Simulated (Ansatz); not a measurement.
Stepwise reaction of `F[Si](Cl)(O[SiH3])O[SiH3]` with water, as a gas-phase model of exchange steps in deposition or etching. ΔE in kJ/mol.

Calculated with Ansatz (gas phase, PBE0-D4/def2-TZVP geometries, no zero-point term in ΔE). CCSD(T)/CBS is the MP2 limit (def2-TZVPP, def2-QZVPP) plus CCSD(T) − MP2 in def2-TZVPP, frozen cores. This one scheme is used for every species. DFT in def2-TZVPP. B3LYP here is the variant with VWN-RPA as its local correlation; programs differ in this. Each species was taken in one conformer, which may not be the lowest.

| step | reaction | PBE-D4 | B3LYP-D4 | ωB97M-V | CCSD(T)/CBS |
| --- | --- | --- | --- | --- | --- |
| 1 | `F[Si](Cl)(O[SiH3])O[SiH3]` + H₂O → `O[Si](F)(Cl)O[SiH3]` + `O[SiH3]` | 18.3 | 25.3 | 20.2 | 25.7 |
| 2 | `O[Si](F)(Cl)O[SiH3]` + H₂O → `O[Si](O)(F)Cl` + `O[SiH3]` | 14.4 | 20.9 | 16.7 | 21.9 |

Task: By hand: ΔE of the 2 steps together at CCSD(T)/CBS.

Result: (25.7) + (21.9) = 47.6 kJ/mol, or 23.8 kJ/mol a step.

In ΔE the steps differ by no more than 3.8 kJ/mol. All are uphill at CCSD(T)/CBS. PBE-D4 differs from CCSD(T)/CBS by -7.5 to -7.4 kJ/mol a step. Isolated molecules leave out the surface, adducts and barriers. Largest T1 diagnostic: 0.011.
